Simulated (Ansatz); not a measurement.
One change: `C#CS[SiH3]` becomes `CC#CS[SiH3]`.

Ansatz, PBE0-D4/def2-TZVP geometries, multiplicity 1. 

| property | `C#CS[SiH3]` |
| --- | --- |
| HOMO energy (ωB97M-V/def2-TZVPP) / eV | -9.07 |
| HOMO–LUMO gap (ωB97M-V/def2-TZVPP) / eV | 10.55 |
| HOMO–LUMO gap (B3LYP/def2-TZVPP) / eV | 6.21 |
| HOMO energy (PBE0/def2-TZVPP) / eV | -6.97 |
| size of the dipole moment (ωB97M-V/def2-TZVPP) / D | 1.15 |
| HOMO–LUMO gap (PBE/def2-TZVPP) / eV | 4.62 |

(1) What does the change do to each property? (An estimate is asked.)

Answers

(1) Computed: 
```tsv
property	`CC#CS[SiH3]`	shift
HOMO energy (ωB97M-V/def2-TZVPP) / eV	-8.64	0.43
HOMO–LUMO gap (ωB97M-V/def2-TZVPP) / eV	10.32	-0.23
HOMO–LUMO gap (B3LYP/def2-TZVPP) / eV	6.04	-0.17
HOMO energy (PBE0/def2-TZVPP) / eV	-6.56	0.41
size of the dipole moment (ωB97M-V/def2-TZVPP) / D	1.49	0.34
HOMO–LUMO gap (PBE/def2-TZVPP) / eV	4.48	-0.14
```

With PBE0 the HOMO rises by 0.41 eV and the LUMO rises by 0.25 eV, so the gap narrows by about 0.16 eV. PBE moves the HOMO by 0.41 eV and ωB97M-V by 0.43 eV. Dipoles are sizes alone; their direction can turn.

B3LYP here is the variant with VWN-RPA as its local correlation; programs differ in this.
